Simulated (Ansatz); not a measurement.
```xyz
10

N    -0.076   -0.536   -1.153
C    -1.166   -0.057   -0.594
O    -1.202    0.529    0.500
Si    0.309    0.980    1.662
O     1.379   -0.246    1.053
H    -0.130   -1.015   -2.033
H     0.780   -0.535   -0.580
H    -2.103   -0.183   -1.149
H     0.694    2.001    0.589
H     1.515   -0.937    1.703
```

Charge 0, multiplicity 1. The bonds changed during the relaxation, so this is another structure than the one it started from.

(1) List the ωB97M-V/def2-TZVPP orbital energies in eV (Ansatz). (Estimate.)

## Answers

(1) Computed: Occupied: -1806.30, -527.06, -525.59, -396.29, -285.61, -147.17, -101.36, -101.28, -101.17, -33.41, -30.19, -29.44, -21.47, -19.48, -18.54, -16.97, -15.93, -15.63, -13.62, -12.73, -12.14, -11.58, -10.70, -7.20. Lowest empty: 1.45, 1.91, 2.44, 2.65, 3.46, 4.31, 4.85, 5.35.
